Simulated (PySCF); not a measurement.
In(Cl)(Br)(Me) (CH₃BrClIn), SMILES [CH3][In]([Br])[Cl]. Coordinates come from a PBE0-D3(BJ)/def2-SVP optimisation. The structure was generated by enumeration; whether it is a known compound was not checked. The def2 effective core potentials stand for the cores of In; spin–orbit coupling is left out.

Computed equilibrium geometry at PBE0-D3(BJ)/def2-SVP (PySCF confirms it by a frequency run) as a Z-matrix:
```
In
C 1 2.1382
H 2 1.0972 1 109.60
H 2 1.0986 3 110.34 1 -119.57
H 2 1.0986 3 110.31 4 -120.92
Cl 1 2.3492 2 122.90 3 -179.35
Br 1 2.4815 2 125.08 3 0.66
```
